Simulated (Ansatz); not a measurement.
One change: `CC#[C][SnH3]` becomes `CC#[C][GeH2][OH]`.

Ansatz, PBE0-D4/def2-TZVP geometries, multiplicity 1. Each molecule was computed in one conformer, which needn't be the lowest.

Elements past krypton have def2 core potentials. Scalar relativity is left out up to krypton.

```json
{"property": "HOMO energy (PBE/def2-TZVPP) / eV", "`CC#[C][SnH3]`": "-6.35"}
{"property": "HOMO energy (ωB97M-V/def2-TZVPP) / eV", "`CC#[C][SnH3]`": "-9.75"}
{"property": "HOMO–LUMO gap (PBE0/def2-TZVPP) / eV", "`CC#[C][SnH3]`": "7.96"}
{"property": "HOMO–LUMO gap (ωB97M-V/def2-TZVPP) / eV", "`CC#[C][SnH3]`": "11.45"}
{"property": "LUMO energy (PBE0/def2-TZVPP) / eV", "`CC#[C][SnH3]`": "0.43"}
{"property": "size of the dipole moment (PBE/def2-TZVPP) / D", "`CC#[C][SnH3]`": "1.00"}
```

Give the same properties after the change, and the shifts. (Estimate.)

Ansatz gave: 
```csv
property,`CC#[C][GeH2][OH]`,shift
HOMO energy (PBE/def2-TZVPP) / eV,-6.51,-0.16
HOMO energy (ωB97M-V/def2-TZVPP) / eV,-9.97,-0.22
HOMO–LUMO gap (PBE0/def2-TZVPP) / eV,7.54,-0.42
HOMO–LUMO gap (ωB97M-V/def2-TZVPP) / eV,11.62,0.17
LUMO energy (PBE0/def2-TZVPP) / eV,-0.21,-0.64
size of the dipole moment (PBE/def2-TZVPP) / D,2.62,1.62
```

With PBE0 the HOMO falls by 0.21 eV and the LUMO falls by 0.64 eV, so the gap narrows by about 0.43 eV. PBE moves the HOMO by -0.16 eV and ωB97M-V by -0.22 eV. Dipoles are sizes alone; their direction can turn.
